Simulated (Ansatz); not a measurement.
Reaction: Sb2 (SMILES [Sb]#[Sb]) → Sb2+ (parent SMILES [Sb]#[Sb], doublet) + e-
Each species at its own B3LYP-D3(BJ)/def2-TZVP minimum (Ansatz, a first-principles code).

Total energies in hartree (Ansatz). Open shells are spin-unrestricted; no spin-orbit coupling. Correlated methods leave the cores frozen (noble-gas shells, and filled d and f shells in the p block). Past Kr the def2 sets carry scalar-relativistic core potentials. Spin-orbit terms, left out, reach several kcal/mol for Br and I, and more for heavier atoms. The restricted determinant of Sb2 ([Sb]#[Sb], singlet) is unstable towards broken spin symmetry in at least one set run. The UHF reference of Sb2+ (parent SMILES [Sb]#[Sb], doublet) is spin-contaminated (<S^2> up to 0.71 over the pure value in the sets run). The spin of Sb2+ (parent SMILES [Sb]#[Sb], doublet) was assumed, and the state is the lowest solution found for it.

```tsv
species	HF/def2-TZVPP	CCSD(T)/def2-TZVPP	HF/def2-QZVPP	CCSD(T)/def2-QZVPP	CCSDT(Q)/def2-QZVPP
1: Sb2 (SMILES [Sb]#[Sb])	-478.54146	-478.79577	-478.54411	-478.81569	-478.81878
2: Sb2+ (parent SMILES [Sb]#[Sb], doublet)	-478.28250	-478.47988	-478.28530	-478.49658	-478.50161
```

Question: Work out the adiabatic ionisation energy (electronic) in eV: take Hartree-Fock from def2-QZVPP, extrapolate the CCSD(T) correlation energy as X^-3 (X = 3, 4), and add CCSDT(Q) - CCSD(T) in def2-QZVPP. 1 hartree = 27.211 eV.

Answer: 
Species 1: correlation (64·(-0.27158) - 27·(-0.25431))/37 = -0.28418; step -0.00309; E1 = -478.54411 + (-0.28418) + (-0.00309) = -478.83138
Species 2: correlation (64·(-0.21128) - 27·(-0.19738))/37 = -0.22142; step -0.00503; E2 = -478.28530 + (-0.22142) + (-0.00503) = -478.51175
-1·E1 +1·E2 = 0.31963 hartree = 8.70 eV.
